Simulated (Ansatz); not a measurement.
Molecule: sum formula H2BO3, net charge 0, doublet state. It need not be the lowest isomer of its formula. SMILES: [O]B(O)O
Geometry from a B3LYP-D3(BJ)/def2-TZVP (Ansatz, a quantum-chemistry and plane-wave program) optimisation:
```xyz
6

O     -1.2087    -0.7639    -0.0299
B     -0.0439    -0.0278    -0.0011
O     -0.1959     1.3238     0.1329
O      1.1160    -0.7423    -0.1102
H      0.5997     1.8507     0.0223
H      1.9287    -0.2527     0.0402
```
Charge 0, spin multiplicity 2.

Property: vertical electron affinity (to the singlet state of charge -1; a negative value means that the extra electron is unbound and the number depends on the basis; each state is the SCF solution reached for its spin), in eV. Valence correlation only, unless marked. Open shells are spin-unrestricted. Spin-orbit coupling is left out. Non-relativistic. Anions need diffuse functions: aug- sets have them; def2-D sets add few. Basis-set limits of correlation are two-point, X^-3; Hartree-Fock from the larger set. [CCSD(T)-MP2]/basis is that difference in the basis named.

| level | program | vertical electron affinity (eV) |
|---|---|---|
| PBE/def2-TZVPD | Ansatz | 2.39 |
| PBE0/def2-TZVPD | Ansatz | 2.06 |

### Question
Estimate the value at RI-MP2/CBS(aug-cc-pVTZ,aug-cc-pVQZ)+[CCSD(T)-MP2]/aug-cc-pVDZ as computed with Ansatz.

### Answer
2.35 eV
